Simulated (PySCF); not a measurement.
HOP, SMILES O=P. Coordinates come from a TPSSh-D3(BJ)/def2-TZVPD optimisation.

PySCF with TDDFT-LC-ωPBE/def2-TZVPD puts the lowest singlet excitations at 2.44, 5.62, 6.21, 6.91, 7.05, 7.37 eV.

**Question.** What are the lowest excitation roots from ADC(2)/aug-cc-pVDZ in PySCF 2.14.0? (An estimate is asked for; the answer gives what the named calculation found.)

**Answer.** 2.36, 5.46, 5.60, 6.10, 6.76, 6.90 eV. S1 differs by -0.08 eV (second minus first; roots are paired by order, and the bases may differ).
